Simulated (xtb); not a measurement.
Cl$_{2}$Pb, charge -1, doublet, from a rough starting geometry (GFN-xTB shapes and energies of metal compounds can be far from the true ones) (a state made from the parent by changing its charge; the spin is typed, not shown lowest); GFN2-xTB (xtb).

Here is a job for xtb.
```
$ xtb mol.xyz --gfn 2 --chrg -1 --uhf 1 --opt vtight --json

# file mol.xyz
3

Pb     0.00786875    -0.01893436     1.08340280
Cl     1.28445079     1.46497378    -0.51919570
Cl    -1.27758513    -1.37638441    -0.52719608
```

Output, abridged:

```
   ID    Z sym.   atoms
    1   82 Pb     1
    2   17 Cl     2, 3

           -------------------------------------------------
          |                Calculation Setup                |
           -------------------------------------------------

           -------------------------------------------------
          |                 G F N 2 - x T B                 |
           -------------------------------------------------

          ...................................................
          :                      SETUP                      :
          :.................................................:
          :  # basis functions                  24          :
          :  # atomic orbitals                  22          :
          :  # shells                            8          :
          :  # electrons                        19          :
          :  max. iterations                   250          :
          :  Hamiltonian                  GFN2-xTB          :
          :  restarted?                      false          :
          :  GBSA solvation                  false          :
          :  PC potential                    false          :
          :  electronic temp.          300.0000000     K    :
          :  accuracy                    1.0000000          :
          :  -> integral cutoff          0.2500000E+02      :
          :  -> integral neglect         0.1000000E-07      :
          :  -> SCF convergence          0.1000000E-05 Eh   :
          :  -> wf. convergence          0.1000000E-03 e    :
          :  Broyden damping             0.4000000          :
          :  net charge                         -1          :
          :  unpaired electrons                  1          :
          ...................................................

 iter      E             dE          RMSdq      gap      omega  full diag
   1    -11.6944705 -0.116945E+02  0.222E+01    3.50       0.0  T
   2    -11.6991697 -0.469921E-02  0.121E+01    3.63       1.0  T
   3    -11.6999401 -0.770427E-03  0.106E+00    3.70       1.0  T
   4    -11.7002411 -0.300963E-03  0.385E-01    3.67       1.0  T
   5    -11.7002999 -0.587895E-04  0.260E-01    3.67       1.0  T
   6    -11.7003572 -0.572721E-04  0.404E-02    3.66       1.4  T
   7    -11.7003575 -0.369692E-06  0.101E-02    3.66       5.7  T
   8    -11.7003576 -0.537927E-07  0.757E-03    3.66       7.6  T
   9    -11.7003576 -0.737044E-07  0.332E-03    3.66      17.4  T
  10    -11.7003577 -0.595690E-08  0.764E-04    3.66      75.5  T
  11    -11.7003577 -0.485310E-09  0.382E-04    3.66     151.3  T

   *** convergence criteria satisfied after 11 iterations ***

         :::::::::::::::::::::::::::::::::::::::::::::::::::::
         ::                     SUMMARY                     ::
         :::::::::::::::::::::::::::::::::::::::::::::::::::::
         :: total energy             -11.699706868179 Eh    ::
         :: gradient norm              0.043324315833 Eh/a0 ::
         :: HOMO-LUMO gap              3.656541383375 eV    ::
         ::.................................................::
         :: SCC energy               -11.700357594106 Eh    ::
         :: -> isotropic ES            0.141969675261 Eh    ::
         :: -> anisotropic ES         -0.009725004843 Eh    ::
         :: -> anisotropic XC         -0.004990901094 Eh    ::
         :: -> dispersion             -0.002478373945 Eh    ::
         :: repulsion energy           0.000650725927 Eh    ::
         :: add. restraining           0.000000000000 Eh    ::
         :: total charge              -1.000000000000 e     ::
         :::::::::::::::::::::::::::::::::::::::::::::::::::::

      -----------------------------------------------------------
     |                   =====================                   |
     |                        A N C O P T                        |
     |                   =====================                   |
     |               Approximate Normal Coordinate               |
     |                Rational Function Optimizer                |
      -----------------------------------------------------------
      -----------------------------------------------------------
     |                   =====================                   |
     |                        A N C O P T                        |
     |                   =====================                   |
     |               Approximate Normal Coordinate               |
     |                Rational Function Optimizer                |
      -----------------------------------------------------------

          ...................................................
          :                      SETUP                      :
          :.................................................:
          :   optimization level         verytight          :
          :   max. optcycles                   200          :
          :   ANC micro-cycles                  20          :
          :   degrees of freedom                 3          :
          :.................................................:
          :   RF solver                   davidson          :
          :   write xtbopt.log                true          :
          :   linear?                        false          :
          :   energy convergence         0.1000000E-06 Eh   :
          :   grad. convergence          0.2000000E-03 Eh/α :
          :   maxmium RF displ.          1.0000000          :
          :   Hlow (freq-cutoff)         0.1000000E-01      :
          :   Hmax (freq-cutoff)         5.0000000          :
          :   S6 in model hess.         20.0000000          :
          ...................................................

generating ANC from exact Hessian ...
Using Lindh-Hessian (1995)
 Shifting diagonal of input Hessian by    9.1805764977063217E-003
 Lowest  eigenvalues of input Hessian
    0.000000    0.000000    0.000000    0.000000    0.000000    0.000000
[...]
 * total energy  :   -11.6997069 Eh     change       -0.1294325E-09 Eh
 * total energy  :   -11.7012944 Eh     change       -0.1587503E-02 Eh
 * total energy  :   -11.7064897 Eh     change       -0.5195317E-02 Eh
 * total energy  :   -11.7072461 Eh     change       -0.7564201E-03 Eh
 * total energy  :   -11.7075111 Eh     change       -0.2650001E-03 Eh
 * total energy  :   -11.7075347 Eh     change       -0.2357522E-04 Eh
 * total energy  :   -11.7075394 Eh     change       -0.4709209E-05 Eh
 * total energy  :   -11.7075397 Eh     change       -0.3148647E-06 Eh
 * total energy  :   -11.7075397 Eh     change       -0.2805042E-08 Eh
   *** GEOMETRY OPTIMIZATION CONVERGED AFTER 9 ITERATIONS ***
[...]
          :  PC potential                    false          :
          :  electronic temp.          300.0000000     K    :
          :  accuracy                    1.0000000          :
          :  -> integral cutoff          0.2500000E+02      :
          :  -> integral neglect         0.1000000E-07      :
          :  -> SCF convergence          0.1000000E-05 Eh   :
          :  -> wf. convergence          0.1000000E-03 e    :
          :  Broyden damping             0.4000000          :
          :  net charge                         -1          :
          :  unpaired electrons                  1          :
          ...................................................

 iter      E             dE          RMSdq      gap      omega  full diag
   1    -11.7076818 -0.117077E+02  0.127E-04    1.99       0.0  T
   2    -11.7076818 -0.557954E-11  0.109E-04    1.99     528.7  T
   3    -11.7076818 -0.148024E-10  0.207E-05    1.99    2790.8  T

   *** convergence criteria satisfied after 3 iterations ***

         :::::::::::::::::::::::::::::::::::::::::::::::::::::
         ::                     SUMMARY                     ::
         :::::::::::::::::::::::::::::::::::::::::::::::::::::
         :: total energy             -11.707539711246 Eh    ::
         :: gradient norm              0.000009012017 Eh/a0 ::
         :: HOMO-LUMO gap              1.987576350384 eV    ::
         ::.................................................::
         :: SCC energy               -11.707681732137 Eh    ::
         :: -> isotropic ES            0.143453085626 Eh    ::
         :: -> anisotropic ES         -0.006184398944 Eh    ::
         :: -> anisotropic XC         -0.001244274131 Eh    ::
         :: -> dispersion             -0.002251879680 Eh    ::
         :: repulsion energy           0.000142020892 Eh    ::
         :: add. restraining           0.000000000000 Eh    ::
         :: total charge              -1.000000000000 e     ::
         :::::::::::::::::::::::::::::::::::::::::::::::::::::

           -------------------------------------------------
          |                Property Printout                |
           -------------------------------------------------

    * Orbital Energies and Occupations

         #    Occupation            Energy/Eh            Energy/eV
      -------------------------------------------------------------
         1        2.0000           -0.8561917             -23.2982
         2        2.0000           -0.8559459             -23.2915
         3        2.0000           -0.7284357             -19.8217
         4        2.0000           -0.2599497              -7.0736
         5        2.0000           -0.2466588              -6.7119
         6        2.0000           -0.2420547              -6.5866
         7        2.0000           -0.2366755              -6.4403
         8        2.0000           -0.2356030              -6.4111
         9        2.0000           -0.2350703              -6.3966
        10        1.0000           -0.1128118              -3.0698 (HOMO)
        11                         -0.0397697              -1.0822 (LUMO)
        12                          0.0551585               1.5009
        13                          0.2475750               6.7369
        14                          0.2481305               6.7520
        15                          0.2484428               6.7605
        16                          0.2486674               6.7666
        17                          0.2491244               6.7790
        18                          0.2491265               6.7791
        19                          0.2497060               6.7948
        20                          0.2503391               6.8121
        21                          0.2584353               7.0324
        22                          0.2584874               7.0338
      -------------------------------------------------------------
                  HL-Gap            0.0730421 Eh            1.9876 eV
             Fermi-level           -0.1251159 Eh           -3.4046 eV

     #   Z          covCN         q      C6AA      α(0)
     1  82 Pb       1.574     0.349   442.309    44.151
     2  17 Cl       0.787    -0.674   122.145    16.906
     3  17 Cl       0.787    -0.674   122.144    16.906

 Mol. C6AA /au·bohr⁶  :       1831.564407
 Mol. C8AA /au·bohr⁸  :     163611.772977
 Mol. α(0) /au        :         77.964259

Wiberg/Mayer (AO) data.
largest (>0.10) Wiberg bond orders for each atom

 ---------------------------------------------------------------------------
     #   Z sym  total        # sym  WBO       # sym  WBO       # sym  WBO
 ---------------------------------------------------------------------------
     1  82 Pb   1.122 --     3 Cl   0.561     2 Cl   0.561
     2  17 Cl   0.576 --     1 Pb   0.561
     3  17 Cl   0.576 --     1 Pb   0.561
 ---------------------------------------------------------------------------

Topologies differ in total number of bonds
Writing topology from bond orders to xtbtopo.mol

molecular dipole:
                 x           y           z       tot (Debye)
 q only:        0.022      -0.089       1.850
   full:        0.023      -0.091       1.923       4.895
molecular quadrupole (traceless):
                xx          xy          yy          xz          yz          zz
 q only:       -4.212     -17.925      -7.929      -0.136      -0.063      12.141
  q+dip:       -4.974     -19.860      -9.090      -0.138      -0.101      14.064
   full:       -6.176     -17.366      -9.775      -0.026      -0.204      15.951

optimized geometry written to: xtbopt.xyz

           -------------------------------------------------
          | TOTAL ENERGY              -11.707539711246 Eh   |
          | GRADIENT NORM               0.000009012017 Eh/α |
          | HOMO-LUMO GAP               1.987576350384 eV   |
           -------------------------------------------------

normal termination of xtb
```
